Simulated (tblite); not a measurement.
A tight-binding relaxation on `BOB(BC)OC(C)C`.

Computed with GFN2-xTB geometry optimisation, gas phase (tblite 0.8.0). Start geometry: from a force field or distance geometry. The command runs a driver script over a list of jobs; the input below is this job's line of settings and its coordinates in Å.

Command:
```bash
OMP_NUM_THREADS=1 python probes_run.py task.json out
```

Input:
```
{"job": {"kind": "relax", "xc": "GFN2-xTB", "basis": "xTB"}, "charge": 0, "multiplicity": 1}
B     -1.931600    -2.091800     0.010700
O     -0.585800    -1.556900    -0.005600
B     -0.689700    -0.104200    -0.124400
B     -2.108700     0.564700     0.449800
C     -2.993300     1.492200    -0.474500
O      0.514000     0.635400     0.274300
C      1.688800     0.000600    -0.074000
C      2.593900     0.779300    -0.991800
C      2.529400    -0.409000     1.127800
H     -2.698800    -1.877700    -0.869700
H     -2.251400    -3.027100     0.691800
H     -2.703300    -0.042900     1.292900
H     -4.008800     1.095700    -0.608200
H     -2.475100     1.556400    -1.484600
H     -3.023300     2.504400     0.004100
H      1.394400    -0.953100    -0.578900
H      2.046500     1.033300    -1.914900
H      2.913400     1.723300    -0.515100
H      3.514200     0.181000    -1.221000
H      3.577400    -0.473000     0.775200
H      2.469800     0.374700     1.914300
H      2.217700    -1.385700     1.519200
```

Output:
```
step      E/eV     max force
  0    -736.22064    4.180
  1    -736.92774    2.724
  2    -737.35183    2.409
  3    -737.53040    1.039
  4    -737.65730    0.675
  5    -737.71259    0.717
  6    -737.80880    0.574
  7    -737.85538    0.475
  8    -737.90358    0.486
  9    -737.93997    0.524
... (100 lines left out)
110    -738.38797    0.024
111    -738.38809    0.028
112    -738.38822    0.030
113    -738.38835    0.028
114    -738.38848    0.025
115    -738.38861    0.029
116    -738.38871    0.022
117    -738.38878    0.020
118    -738.38882    0.015
119    -738.38885    0.009
```

«max force» is the largest atomic force in eV/Å.

From which step on does the largest force stay under 0.1 eV/Å, and how much energy is left to gain from there?

From step 51 (0.087 eV/Å), 27.9 meV above the end.

Main results: energy lowered by 50.0 kcal/mol over 119 steps; largest atomic force 0.009 eV/Å at the end.

Where do the atoms end?

0.652 Å rms from the input after alignment:
```
atom  x, y, z in Å
B1    -1.2364   -2.4920   -0.3305
O2    -1.0581   -1.2509    0.0005
B3    -0.8544    0.0428    0.2661
B4    -2.1442    1.0494    0.6923
C5    -3.0460    1.7690   -0.3775
O6     0.4041    0.5658    0.1961
C7     1.5621   -0.1845   -0.1387
C8     2.4369    0.6697   -1.0537
C9     2.3036   -0.5678    1.1416
H10   -1.4663   -2.7770   -1.4579
H11   -1.1705   -3.3369    0.4967
H12   -2.4592    1.1952    1.8155
H13   -3.9413    1.1556   -0.5011
H14   -2.5985    1.8723   -1.3626
H15   -3.3998    2.7468   -0.0560
H16    1.2683   -1.1022   -0.6704
H17    1.8750    0.9679   -1.9354
H18    2.7550    1.5661   -0.5275
H19    3.3133    0.1070   -1.3648
H20    3.1958   -1.1407    0.9021
H21    2.5915    0.3307    1.6828
H22    1.6587   -1.1671    1.7800
```

On one thread, Arm Neoverse V2 (aarch64), shared host with 96 logical CPUs at a one-minute load of 72, this took 0.78 s wall.
Labels such as C1 count atoms from 1, the log's own numbers from 0.
